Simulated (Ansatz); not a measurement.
Computed with Ansatz on PBE0-D4/def2-TZVP structures; ΔE is electronic, products minus reactants. CCSD(T)/CBS adds triple-zeta CCSD(T) − MP2 to the extrapolated MP2 energy (def2 sets, frozen cores). This one scheme is used for every species. DFT in def2-TZVPP. For Br outer-core shells are correlated without core-valence functions, which leaves a few kJ/mol of doubt a bond. Scalar relativity is left out up to krypton. Each species was taken in one conformer, which may not be the lowest.

Reaction (formal exchange of groups at the Si–Br bond): `[AlH2][NH][SiH2]Br` + SiH₄ → `[AlH2][NH][SiH2][SiH3]` + HBr

```json
{"level": "PBE-D4", "ΔE (eV)": "1.00"}
{"level": "PBE", "ΔE (eV)": "1.02"}
{"level": "r2SCAN", "ΔE (eV)": "1.14"}
{"level": "PBE0", "ΔE (eV)": "1.08"}
```

Question: What does CCSD(T)/CBS give? (Best estimate.)

Answer: The calculation gave: +1.18 eV. The listed levels differ from it by -0.18, -0.16, -0.04, -0.10 eV.

Largest T1 diagnostic among the species: 0.013.

From PBE to PBE0 (25 % exact exchange), in def2-TZVPP and without D4, ΔE moves by +0.07 eV. In def2-TZVPP, CCSD(T) changes the Hartree–Fock value by −0.21 eV (the triples alone add −0.02 eV) and MP2 by −0.09 eV.
